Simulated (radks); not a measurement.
The chlorine anion Cl-, [Ar], held by a Watson sphere: a shell of charge +1 at radius R that stands for the Madelung well of a crystal (potential energy -1/R inside, -1/r outside, in hartree with lengths in bohr). Method: non-relativistic Kohn-Sham, LDA (Slater exchange, VWN5 correlation), spin-unpolarised, spherical densities, point nucleus; computed with a radial shooting solver on a logarithmic mesh with Libxc functionals. Response by self-consistent Sternheimer equations with the Hartree and adiabatic LDA kernel. The sphere does not respond.

[
 {"R (bohr)": "2.49", "e(2p) (eV)": "-189.32", "e(3s) (eV)": "-19.793", "e(3p) (eV)": "-8.388", "<r> 3p (bohr)": "1.927", "sum of <r^2> (bohr^2)": "34.56", "X-ray form factor at sin(theta)/lambda = 0.2 1/angstrom": "12.102", "alpha (bohr^3)": "20.84"},
 {"R (bohr)": "2.81", "e(2p) (eV)": "-189.04", "e(3s) (eV)": "-19.223", "e(3p) (eV)": "-7.874", "<r> 3p (bohr)": "1.956", "sum of <r^2> (bohr^2)": "35.56", "X-ray form factor at sin(theta)/lambda = 0.2 1/angstrom": "12.059", "alpha (bohr^3)": "23.09"},
 {"R (bohr)": "3.1", "e(2p) (eV)": "-188.74", "e(3s) (eV)": "-18.746", "e(3p) (eV)": "-7.425", "<r> 3p (bohr)": "1.977", "sum of <r^2> (bohr^2)": "36.34", "X-ray form factor at sin(theta)/lambda = 0.2 1/angstrom": "12.033", "alpha (bohr^3)": "25.17"},
 {"R (bohr)": "3.66", "e(2p) (eV)": "-188.12", "e(3s) (eV)": "-17.932", "e(3p) (eV)": "-6.630", "<r> 3p (bohr)": "2.008", "sum of <r^2> (bohr^2)": "37.52", "X-ray form factor at sin(theta)/lambda = 0.2 1/angstrom": "12.007", "alpha (bohr^3)": "29.10"},
 {"R (bohr)": "4.29", "e(2p) (eV)": "-187.46", "e(3s) (eV)": "-17.163", "e(3p) (eV)": "-5.863", "<r> 3p (bohr)": "2.030", "sum of <r^2> (bohr^2)": "38.46", "X-ray form factor at sin(theta)/lambda = 0.2 1/angstrom": "11.997", "alpha (bohr^3)": "33.15"},
 {"R (bohr)": "4.62", "e(2p) (eV)": "-187.14", "e(3s) (eV)": "-16.815", "e(3p) (eV)": "-5.512", "<r> 3p (bohr)": "2.038", "sum of <r^2> (bohr^2)": "38.82", "X-ray form factor at sin(theta)/lambda = 0.2 1/angstrom": "11.995", "alpha (bohr^3)": "35.05"}
]
